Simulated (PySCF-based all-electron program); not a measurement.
## Forces on CH4Ca, singlet by several functionals

All-electron Kohn–Sham DFT on the free molecule, computed near the basis limit with an in-house program on PySCF integrals; the spin-free Dirac equation, no spin–orbit coupling, spin-restricted. Forces are good to about 0.020 eV/Å. Atoms are numbered as listed.

```xyz
6

Ca    0.0000    0.0000    0.0000
H     0.0000    0.0000    2.0759
C     0.0003    0.0000   -2.4122
H     1.0130    0.0000   -2.8577
H    -0.5063    0.8772   -2.8574
H    -0.5063   -0.8772   -2.8574
```

PBE forces:

| atom | Fx | Fy | Fz (eV/Å) |
| --- | --- | --- | --- |
| Ca1 | 0.000 | 0.000 | -0.039 |
| H2 | 0.000 | 0.000 | -0.029 |
| C3 | 0.000 | 0.000 | 0.036 |
| H4 | 0.006 | 0.000 | 0.010 |
| H5 | -0.003 | 0.005 | 0.010 |
| H6 | -0.003 | -0.005 | 0.010 |

Q: What forces does r2SCAN give?

A: The forces move by 0.165 eV/Å (r.m.s. over the atoms) from PBE.

| atom | Fx | Fy | Fz (eV/Å) |
| --- | --- | --- | --- |
| Ca1 | 0.000 | 0.000 | -0.051 |
| H2 | 0.000 | 0.000 | -0.056 |
| C3 | 0.000 | 0.000 | -0.096 |
| H4 | -0.206 | 0.000 | 0.068 |
| H5 | 0.103 | -0.179 | 0.068 |
| H6 | 0.103 | 0.179 | 0.068 |
